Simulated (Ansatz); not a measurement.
CH5BSiTe (`[TeH][SiH]1BC1`), relaxed with RKS PBE0-D4/def2-TZVP in Ansatz from a PBE-D4/def2-SVP geometry. The force threshold is 0.005 eV/Å; the program also tests the step.

The species carries charge 0 and has multiplicity 1. Te takes the def2 core potential.

Start:

```xyz
9

Te   -0.569    1.040   -2.418
Si   -0.866    0.135   -0.100
B    -0.142   -1.500    0.623
C     1.024   -0.572    0.561
H    -0.403    2.627   -1.877
H    -1.670    1.108    0.723
H    -0.515   -2.298    1.451
H     1.728   -0.428    1.405
H     1.414   -0.112   -0.368
```

Task: By how much does the energy fall, and how many steps does the optimiser take? (Estimate.)

Result: Ansatz gave: 1.10 kcal/mol, in 10 steps, 1 of them rejected.

Task: Which bonds change most? (Best estimate.)

Result: Ansatz gave: Si2–C4 from 2.123 to 2.042 Å; Te1–Si2 from 2.506 to 2.475 Å; Te1–H5 from 1.685 to 1.660 Å; B3–H7 from 1.209 to 1.187 Å.

Task: Give the relaxed structure. (Best estimate.)

Result: Computed: 
```xyz
9

Te   -0.587    1.014   -2.384
Si   -0.822    0.166   -0.070
B    -0.155   -1.489    0.606
C     0.988   -0.539    0.562
H    -0.374    2.585   -1.891
H    -1.643    1.100    0.744
H    -0.483   -2.311    1.397
H     1.675   -0.403    1.396
H     1.400   -0.122   -0.359
```
